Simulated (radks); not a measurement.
All-electron atom: Ta in [Xe] 4f14 6s2 5d(up 3, down 0) (the NIST ground configuration).

Method: scalar-relativistic Kohn-Sham, PBE, spin-polarised, spherical densities, point nucleus; computed with a radial shooting solver on a logarithmic mesh with Libxc functionals.

Energy parts (hartree):
| part | energy |
|---|---|
| total | -15604.6060 |
| kinetic | 17148.2134 |
| electron-nucleus | -38542.7460 |
| Hartree | 6105.0731 |
| exchange-correlation | -315.1465 |

Orbitals (lengths in bohr, moments of r in powers of bohr; <r^-3> diverges for s and p1/2):
\begin{tabular}{lrrr}
orbital & occ. & eigenvalue (hartree) & <r^-3> \\ \hline
1s down & 1 & -2475.870 & - \\
1s up & 1 & -2475.870 & - \\
2s up & 1 & -425.3687 & - \\
2s down & 1 & -425.3650 & - \\
2p up & 3 & -372.7291 & 18750 \\
2p down & 3 & -372.7262 & 18750 \\
3s up & 1 & -97.43675 & - \\
3s down & 1 & -97.43611 & - \\
3p up & 3 & -81.78301 & 4159 \\
3p down & 3 & -81.78220 & 4159 \\
3d up & 5 & -63.53090 & 537.4 \\
3d down & 5 & -63.52876 & 537.4 \\
4s up & 1 & -19.85892 & - \\
4s down & 1 & -19.85621 & - \\
4p up & 3 & -14.72484 & 959.7 \\
4p down & 3 & -14.72238 & 959.5 \\
4d up & 5 & -8.15657 & 105.6 \\
4d down & 5 & -8.15352 & 105.6 \\
5s up & 1 & -2.69098 & - \\
5s down & 1 & -2.65318 & - \\
5p up & 3 & -1.46331 & 130.6 \\
5p down & 3 & -1.41118 & 133.7 \\
4f up & 7 & -0.90186 & 17.22 \\
4f down & 7 & -0.89301 & 17.33 \\
6s up & 1 & -0.21587 & - \\
6s down & 1 & -0.17255 & - \\
5d up & 3 & -0.15453 & 5.469 \\
5d down & 0 & -0.09270 & 5.180 \\
\end{tabular}

The highest occupied level is 5d up at -4.205 eV. Spin moment in Bohr magnetons: 3.
